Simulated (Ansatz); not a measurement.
The same path of a periodic cell of 17 atoms, CuSi$_{16}$ (host Si, host structure diamond, interstitial Cu), cell charge +1 was run twice with different band settings. Lost on the way: Si8–Cu17, Si14–Cu17, Si15–Cu17. Made: Si6–Cu17, Si7–Cu17.

All numbers below come from DFT PBE, scalar-relativistic, plane waves, PAW in Ansatz. Settings: PAW set soft_1, cutoff 420 eV, k mesh 2x2x2, gaussian smearing 0.02 eV, no spin polarisation.

Relaxed end points:

```xyz
17
Lattice="0.0000 5.4300 5.4300 5.4300 0.0000 5.4300 5.4300 5.4300 0.0000" Properties=species:S:1:pos:R:3
Si 0.062 0.027 0.060
Si 1.429 1.339 1.428
Si 2.804 2.676 -0.014
Si 4.139 4.046 1.342
Si 2.831 0.080 2.829
Si 4.167 1.438 4.166
Si 5.492 2.744 2.751
Si 6.824 4.144 4.060
Si -0.014 2.674 2.804
Si 1.343 4.045 4.138
Si 2.616 5.308 2.615
Si 3.927 6.722 3.928
Si 2.753 2.744 5.491
Si 4.061 4.143 6.824
Si 5.357 5.548 5.356
Si 6.754 6.820 6.753
Cu 6.486 3.824 6.488
```

```xyz
17
Lattice="0.0000 5.4300 5.4300 5.4300 0.0000 5.4300 5.4300 5.4300 0.0000" Properties=species:S:1:pos:R:3
Si 0.137 0.072 -0.140
Si 1.330 1.350 1.387
Si 2.739 2.765 -0.006
Si 4.202 4.203 1.229
Si 2.660 -0.040 2.766
Si 4.038 1.349 4.099
Si 5.434 2.764 2.692
Si 6.716 4.072 4.143
Si -0.073 2.671 2.740
Si 1.385 3.986 4.044
Si 2.757 5.418 2.672
Si 4.029 6.744 4.122
Si 2.688 2.672 5.502
Si 4.019 4.052 6.840
Si 5.368 5.412 5.492
Si 6.737 6.744 6.831
Cu 8.329 2.762 7.957
```

Common settings: climbing image yes; spring 5.0 eV/Å²; force threshold 0.05 eV/Å; end points relaxed.

| run | movable images | optimiser | start path | iteration limit | theory |
| --- | --- | --- | --- | --- | --- |
| 1 | 5 | fire | straight line | 54 | DFT PBE, scalar-relativistic, plane waves, PAW PAW set soft_1, cutoff 420 eV, k mesh 2x2x2, gaussian smearing 0.02 eV, no spin polarisation |
| 2 | 3 | quadratic models (default) | default | 50 | DFT PBE, scalar-relativistic, plane waves, PAW PAW set soft_1, cutoff 250 eV, k mesh 2x2x2, gaussian smearing 0.02 eV, no spin polarisation |

**Question.** What does each run give, and how far can it be trusted?

**Answer.** Run 1: converged after 37 iterations, highest image 0.046 eV above the first end. The profile has 2 maxima (images 1, 3) with wells between them (image 2): this band takes more than one step, which may be the mechanism or a detour left from its start path. By the program's own check the climbing image is of a kind that is not told: the force calls were inconclusive, a negative curvature could not be distinguished from the path's own, the only one lies far off the path, or fixed occupations may fill a level only in part (lowest curvatures found: -0.45 and 0.85 eV/Å²).
Run 2: converged after 8 iterations, highest image 0.068 eV above the first end. The order of the stationary point at the top wasn't checked. The plane-wave cutoff is below what these datasets need, so energies and pressures aren't converged.
Limits of this set-up: charged cell in a uniform background, uncorrected.
